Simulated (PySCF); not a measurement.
PySCF input for B(H)(OH)(NH2) (BH₄NO), SMILES NBO, TDA-LC-ωPBE/def2-SVPD. The structure is a stationary point at r2SCAN-D4/def2-TZVP. One conformer was computed; it need not be the lowest.

```python
import numpy as np
from pyscf import gto, scf, dft, tdscf

mol = gto.M(
    atom='''
    B    -0.50324047    0.04647906    0.00000000
    H    -1.69938811    0.05351743    0.00000000
    O     0.12462558    1.26595321    0.00000000
    H     1.08644509    1.21234357    0.00000000
    N     0.18007387   -1.18284893    0.00000000
    H    -0.31052829   -2.06005385    0.00000000
    H     1.18215191   -1.28588554    0.00000000
    ''',
    basis='def2-SVPD',
    charge=0,
    spin=0,
    symmetry=True,
    max_memory=1600,
    verbose=4,
)
mf = dft.RKS(mol, xc='lc_wpbe').density_fit(auxbasis='def2-universal-jkfit')
mf.grids.level = 3
mf.conv_tol = 1e-9
mf.max_cycle = 100
mf.kernel()
mf.grids = dft.Grids(mol).set(level=1).build(with_non0tab=True)  # coarser grid for the response kernel
td = tdscf.TDA(mf)
td.singlet = True
td.nstates = 10
td.conv_tol = 1e-4
td.kernel(x0=td.get_init_guess(mf, 15))
td.analyze()
tt = tdscf.TDA(mf)
tt.singlet = False
tt.nstates = 4
tt.conv_tol = 1e-4
tt.kernel(x0=tt.get_init_guess(mf, 9))
tt.analyze(verbose=3)
```

Program output:

```
PySCF version 2.14.0

[INPUT] verbose = 4
[INPUT] num. atoms = 7
[INPUT] num. electrons = 24
[INPUT] charge = 0
[INPUT] spin (= nelec alpha-beta = 2S) = 0
[INPUT] symmetry True subgroup None
[INPUT] Mole.unit = angstrom
[INPUT] Symbol           X                Y                Z      unit          X                Y                Z       unit  Magmom
[INPUT]  1 B     -0.503240470000   0.046479060000   0.000000000000 AA   -0.950986663097   0.087832693927   0.000000000000 Bohr   0.0
[INPUT]  2 H     -1.699388110000   0.053517430000   0.000000000000 AA   -3.211378107242   0.101133285591   0.000000000000 Bohr   0.0
[INPUT]  3 O      0.124625580000   1.265953210000   0.000000000000 AA    0.235508214315   2.392304853414   0.000000000000 Bohr   0.0
[INPUT]  4 H      1.086445090000   1.212343570000   0.000000000000 AA    2.053083669478   2.290997316177   0.000000000000 Bohr   0.0
[INPUT]  5 N      0.180073870000  -1.182848930000   0.000000000000 AA    0.340290296491  -2.235260524435   0.000000000000 Bohr   0.0
[INPUT]  6 H     -0.310528290000  -2.060053850000   0.000000000000 AA   -0.586813422030  -3.892937578356   0.000000000000 Bohr   0.0
[INPUT]  7 H      1.182151910000  -1.285885540000   0.000000000000 AA    2.233943347531  -2.429971498138   0.000000000000 Bohr   0.0

nuclear repulsion = 67.5396681153875
point group symmetry = Cs
symmetry origin: [-1.57477179e-09  6.29908703e-09  0.00000000e+00]
symmetry axis x: [ 1.0000000e+00 -1.0419738e-11  0.0000000e+00]
symmetry axis y: [1.0419738e-11 1.0000000e+00 0.0000000e+00]
symmetry axis z: [0. 0. 1.]
num. orbitals of irrep A' = 68
num. orbitals of irrep A" = 27
number of shells = 41
number of NR pGTOs = 133
number of NR cGTOs = 95
basis = def2-SVPD
ecp = {}


[settings echo left out]
init E= -157.310888719963
HOMO (A") = -0.351763771399735  LUMO (A') = 0.0338028877398355  gap/eV = 10.49180
cycle= 1 E= -157.046515366159  delta_E= 0.264  |g|= 0.619  |ddm|= 2.96
HOMO (A") = -0.316344327541125  LUMO (A') = 0.0657752404567571  gap/eV = 10.39800
cycle= 2 E= -157.060493485484  delta_E= -0.014  |g|= 0.616  |ddm|= 1.06
HOMO (A") = -0.400339735352894  LUMO (A') = 0.0622587442878899  gap/eV = 12.58795
cycle= 3 E= -157.126667839133  delta_E= -0.0662  |g|= 0.0541  |ddm|= 0.489
HOMO (A") = -0.405495253853435  LUMO (A') = 0.0634956478559445  gap/eV = 12.76189
cycle= 4 E= -157.127265526095  delta_E= -0.000598  |g|= 0.0255  |ddm|= 0.0763
HOMO (A") = -0.399704309217063  LUMO (A') = 0.063910653502758  gap/eV = 12.61561
cycle= 5 E= -157.127416160143  delta_E= -0.000151  |g|= 0.00708  |ddm|= 0.0289
HOMO (A") = -0.400890970645398  LUMO (A') = 0.0637220480890774  gap/eV = 12.64276
cycle= 6 E= -157.12742864409  delta_E= -1.25e-05  |g|= 0.000818  |ddm|= 0.00981
HOMO (A") = -0.400986433854261  LUMO (A') = 0.0637011468377402  gap/eV = 12.64479
cycle= 7 E= -157.127429036894  delta_E= -3.93e-07  |g|= 0.000237  |ddm|= 0.00256
HOMO (A") = -0.400962433172106  LUMO (A') = 0.0636994571029668  gap/eV = 12.64409
cycle= 8 E= -157.127429063574  delta_E= -2.67e-08  |g|= 5.27e-05  |ddm|= 0.000562
HOMO (A") = -0.400965227353211  LUMO (A') = 0.0636985588364078  gap/eV = 12.64415
cycle= 9 E= -157.127429065478  delta_E= -1.9e-09  |g|= 1.11e-05  |ddm|= 0.00017
HOMO (A") = -0.400964139505475  LUMO (A') = 0.063698810832459  gap/eV = 12.64412
cycle= 10 E= -157.127429065564  delta_E= -8.62e-11  |g|= 3.63e-06  |ddm|= 2.78e-05
HOMO (A") = -0.400963737606272  LUMO (A') = 0.0636987702797227  gap/eV = 12.64411
Extra cycle  E= -157.127429065572  delta_E= -8.21e-12  |g|= 1.63e-06  |ddm|= 7.77e-06
converged SCF energy = -157.127429065572
tot grids = 25368


******** <class 'pyscf.tdscf.rks.TDA'> for <class 'pyscf.df.df_jk.DFSymAdaptedRKS'> ********
nstates = 10 singlet
deg_eia_thresh = 1.000e-03
wfnsym = None
conv_tol = 0.0001
eigh lindep = 1e-12
eigh level_shift = 0
eigh max_cycle = 100


Excitation energies (eV)
[ 7.49170991  8.59880661  8.86802795  9.11807388  9.27858064  9.35493924
 10.04538274 10.15911318 10.32855729 10.53522359]

** Singlet excitation energies and oscillator strengths **
Excited State   1:   A"      7.49171 eV    165.50 nm  f=0.0172
      12 -> 13        0.64444
      12 -> 15       -0.22974
Excited State   2:   A"      8.59881 eV    144.19 nm  f=0.0396
      10 -> 13        0.22074
      12 -> 14       -0.61026
      12 -> 15        0.17001
      12 -> 17        0.11937
Excited State   3:   A'      8.86803 eV    139.81 nm  f=0.2041
      11 -> 13       -0.13292
      12 -> 16       -0.63031
      12 -> 18        0.23216
Excited State   4:   A"      9.11807 eV    135.98 nm  f=0.0014
      10 -> 13       -0.16849
      10 -> 14        0.11727
      11 -> 16       -0.12877
      12 -> 13       -0.15996
      12 -> 14       -0.18011
      12 -> 15       -0.49493
      12 -> 17        0.25794
      12 -> 19       -0.13001
      12 -> 21        0.16044
Excited State   5:   A"      9.27858 eV    133.62 nm  f=0.0465
      11 -> 16       -0.65823
      11 -> 18        0.13164
      11 -> 22       -0.12058
      12 -> 15        0.12206
Excited State   6:   A'      9.35494 eV    132.53 nm  f=0.0807
       9 -> 13       -0.23967
       9 -> 14        0.18280
      11 -> 13        0.56323
      11 -> 14       -0.18954
      11 -> 21       -0.10043
      12 -> 16       -0.11585
Excited State   7:   A"     10.04538 eV    123.42 nm  f=0.0417
      10 -> 13       -0.32949
      10 -> 14        0.29415
      12 -> 13        0.14181
      12 -> 15        0.29343
      12 -> 17        0.36332
      12 -> 19        0.16316
Excited State   8:   A'     10.15911 eV    122.04 nm  f=0.0450
       9 -> 13        0.38043
      11 -> 13        0.32846
      11 -> 14        0.44439
Excited State   9:   A"     10.32856 eV    120.04 nm  f=0.0086
      10 -> 13       -0.41111
      10 -> 14        0.11396
      10 -> 21        0.10296
      12 -> 14       -0.20124
      12 -> 17       -0.34192
      12 -> 19       -0.13508
      12 -> 20        0.20089
      12 -> 21       -0.21948
Excited State  10:   A"     10.53522 eV    117.69 nm  f=0.0131
       9 -> 16       -0.65288
       9 -> 18        0.13730
       9 -> 22       -0.14078
      12 -> 17       -0.10567

** Transition electric dipole moments (AU) **
state          X           Y           Z        Dip. S.      Osc.
  1        -0.0000     -0.0000      0.3059      0.0935      0.0172
  2        -0.0000     -0.0000     -0.4338      0.1882      0.0396
  3        -0.2910      0.9245     -0.0000      0.9394      0.2041
  4         0.0000     -0.0000      0.0791      0.0063      0.0014
  5        -0.0000     -0.0000     -0.4522      0.2045      0.0465
  6        -0.3510      0.4783     -0.0000      0.3520      0.0807
  7         0.0000      0.0000      0.4116      0.1694      0.0417
  8         0.4136      0.0977     -0.0000      0.1806      0.0450
  9        -0.0000      0.0000      0.1843      0.0340      0.0086
 10         0.0000     -0.0000     -0.2253      0.0508      0.0131

** Transition velocity dipole moments (imaginary part, AU) **
state          X           Y           Z        Dip. S.      Osc.
  1        -0.0000     -0.0000      0.1008      0.0102      0.0246
  2        -0.0000      0.0000     -0.1642      0.0270      0.0569
  3        -0.0548      0.1795     -0.0000      0.0352      0.0720
  4         0.0000     -0.0000      0.0605      0.0037      0.0073
  5         0.0000      0.0000     -0.0733      0.0054      0.0105
  6        -0.0743      0.1511     -0.0000      0.0284      0.0550
  7         0.0000      0.0000      0.1279      0.0164      0.0296
  8         0.1383      0.0012     -0.0000      0.0191      0.0342
  9        -0.0000      0.0000      0.0616      0.0038      0.0067
 10         0.0000      0.0000     -0.0684      0.0047      0.0081

** Transition magnetic dipole moments (imaginary part, AU) **
state          X           Y           Z
  1         0.6727      0.0064     -0.0000
  2         0.0354     -0.1624      0.0000
  3         0.0000      0.0000      0.5985
  4        -0.2325      0.4452      0.0000
  5         0.5526      1.3335     -0.0000
  6         0.0000     -0.0000     -0.4610
  7         0.1471      0.0520      0.0000
  8         0.0000      0.0000      0.6398
  9        -0.2134     -0.1859     -0.0000
 10        -0.6981      0.7061      0.0000


******** <class 'pyscf.tdscf.rks.TDA'> for <class 'pyscf.df.df_jk.DFSymAdaptedRKS'> ********
nstates = 4 triplet
deg_eia_thresh = 1.000e-03
wfnsym = None
conv_tol = 0.0001
eigh lindep = 1e-12
eigh level_shift = 0
eigh max_cycle = 100


Excitation energies (eV)
[7.1658243  7.18313669 8.17083239 8.27216335]

** Triplet excitation energies and oscillator strengths **
Excited State   1:   A"      7.16582 eV    173.02 nm  f=0.0000
Excited State   2:   A'      7.18314 eV    172.60 nm  f=0.0000
Excited State   3:   A"      8.17083 eV    151.74 nm  f=0.0000
Excited State   4:   A"      8.27216 eV    149.88 nm  f=0.0000
```

Self-consistency was reached.

Cost: roughly 50 core-seconds.
